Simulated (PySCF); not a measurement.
Start geometry of `C/C=N/[SiH2]O` from GFN2-xTB (Å):
```
atom  x, y, z in Å
C1     2.2229   -0.0585   -0.1764
C2     0.8524   -0.1840    0.4430
N3    -0.2193   -0.0602   -0.2175
Si4   -1.8433   -0.2102    0.1564
O5    -2.6241    1.0623   -0.5175
H6     2.7456    0.7742    0.3108
H7     2.7796   -0.9545   -0.0425
H8     2.1252    0.1892   -1.2460
H9     0.8762   -0.3931    1.5424
H10   -2.2473   -1.4723   -0.4815
H11   -2.3188   -0.1291    1.5577
H12   -2.3094    1.4078   -1.3379
```

What comes out of this run: PBE0-D3(BJ)/def2-SVP geometry optimisation, gas phase in PySCF?

```
atom  x, y, z in Å
C1     2.248   -0.029   -0.034
C2     0.820   -0.148    0.382
N3    -0.149   -0.124   -0.432
Si4   -1.834   -0.230    0.015
O5    -2.629    1.140   -0.485
H6     2.723    0.826    0.475
H7     2.809   -0.927    0.276
H8     2.322    0.095   -1.122
H9     0.669   -0.262    1.482
H10   -2.374   -1.453   -0.649
H11   -2.042   -0.295    1.494
H12   -2.520    1.373   -1.411
```

The energy falls by 0.189 eV over 13 energy and gradient evaluations, the largest force component goes from 0.0412 to 3.5e-04 Eh/bohr, and the atoms move by 0.195 Å rms after alignment. The bond that changes most is N3–Si4 (C=N nitrogen to oxygen-bound silicon), which lengthens by 0.073 Å. Bonds longer at the end by more than 0.005 Å: 7 of 11; shorter: 1. Among the angles that change most is C2–N3–Si4, from 134.2° to 124.9°. Among the dihedrals that turn most is N3–Si4–O5–H12, from 34° to 52°. Rotational constants go from 13652, 1771, 1647 to 13460, 1736, 1640 MHz. The orientation of the end geometry is arbitrary; only internal coordinates are fixed.

The run used 109 basis functions and 89 SCF cycles in all.

Whether it is a minimum is left open (no frequencies). The numbers are those of one conformer.
